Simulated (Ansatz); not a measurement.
Input for Ansatz (a program for electronic structure): R-B3LYP/def2-TZVPPD on H4OS (a complex), monomers drawn apart or pushed together. Files ending in .json are basis or fitting sets from the Basis Set Exchange.

Ansatz 0.2 input:
```yaml
crystal:
  periodic: [false, false, false]
  atoms:
    - {symbol: O, position_ang: [0.06629290, 0.37067383, -0.00444938]}
    - {symbol: H, position_ang: [0.92963070, 0.60299616, -0.36283647]}
    - {symbol: H, position_ang: [-0.20267787, -0.42895236, -0.46928015]}
    - {symbol: S, position_ang: [-0.01508441, -0.00773546, 4.32593655]}
    - {symbol: H, position_ang: [-0.03921119, 0.16650773, 2.98877577]}
    - {symbol: H, position_ang: [-0.92605874, 0.95501725, 4.53755190]}
basis:
  gaussian:
    orbitals: def2-TZVPPD.json
hamiltonian:
  xc: {name: B3LYP}
scf: {lower_state_search: off}
```

It printed:

```
WARN ansatz: RAYON_NUM_THREADS=1 ignored (pool sized by the plan → 1); use --threads N
Functional definition: B3LYP
these checks for a lower state are left out or cut short: stability, starts, cluster_reference, orbital_swaps, neighbouring_geometries, increment
integrals: 0.05 GiB planned
764 factors; their error is unknown
mean field: 0.48 GiB planned
mean field evaluation 1: about -12944.6784 eV, gradient 5.6e1 eV
mean field evaluation 2: about -12932.8836 eV, gradient 9.7e1 eV
mean field evaluation 4: about -12949.8366 eV, gradient 3.3e0 eV
mean field evaluation 8: about -12949.8577 eV, gradient 1.8e-2 eV
mean field evaluation 16: about -12949.8796 eV, gradient 3.7e-6 eV
mean field -12949.87956856 eV, -475.8992964009 hartree, gradient 3.6e-6 eV, S^2 0.000000; 0 other end points of the search recorded, 0 dependent functions left out
reference -12949.87986270 eV, -475.8993072106 hartree; 14, 14 occupied and 145, 145 virtual orbitals, 764 factors
Total energy: -12949.87986270 eV, -475.8993072106 hartree
Checks for a lower state left out: stability, starts, cluster_reference, orbital_swaps, neighbouring_geometries, increment
```

Self-consistency was reached.

Cost: about 1.5 core-seconds (a rough figure).
